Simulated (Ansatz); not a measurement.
`C#[C][Al]([Cl])[Cl]` and `N#[C][Al]([Cl])[Cl]` differ in one atom or group.

Ansatz, PBE0-D4/def2-TZVP geometries, multiplicity 1. 

```
                                      property  `C#[C][Al]([Cl])[Cl]`
             LUMO energy (PBE/def2-TZVPP) / eV                  -2.47
zero-point energy (PBE0-D4/def2-TZVP) / kJ/mol                   58.2
           HOMO–LUMO gap (PBE/def2-TZVPP) / eV                   4.96
size of the dipole moment (PBE/def2-TZVPP) / D                   1.75
           HOMO energy (B3LYP/def2-TZVPP) / eV                  -8.40
         HOMO–LUMO gap (B3LYP/def2-TZVPP) / eV                   6.54
```

(1) Give the same properties after the change, and the shifts. (Estimate.)

## Answers

(1) The calculation gave: 
```json
{"property": "LUMO energy (PBE/def2-TZVPP) / eV", "`N#[C][Al]([Cl])[Cl]`": "-3.11", "shift": "-0.64"}
{"property": "zero-point energy (PBE0-D4/def2-TZVP) / kJ/mol", "`N#[C][Al]([Cl])[Cl]`": "29.9", "shift": "-28.3"}
{"property": "HOMO–LUMO gap (PBE/def2-TZVPP) / eV", "`N#[C][Al]([Cl])[Cl]`": "5.36", "shift": "0.40"}
{"property": "size of the dipole moment (PBE/def2-TZVPP) / D", "`N#[C][Al]([Cl])[Cl]`": "2.36", "shift": "0.61"}
{"property": "HOMO energy (B3LYP/def2-TZVPP) / eV", "`N#[C][Al]([Cl])[Cl]`": "-9.59", "shift": "-1.19"}
{"property": "HOMO–LUMO gap (B3LYP/def2-TZVPP) / eV", "`N#[C][Al]([Cl])[Cl]`": "7.08", "shift": "0.54"}
```

With PBE0 the HOMO falls by 1.21 eV and the LUMO falls by 0.64 eV, so the gap widens by about 0.57 eV. PBE moves the HOMO by -1.04 eV and ωB97M-V by -1.23 eV. The zero-point energy changes by -28.3 kJ/mol with -3 modes. Dipoles are sizes alone; their direction can turn.

B3LYP here is the variant with VWN-RPA as its local correlation; programs differ in this.
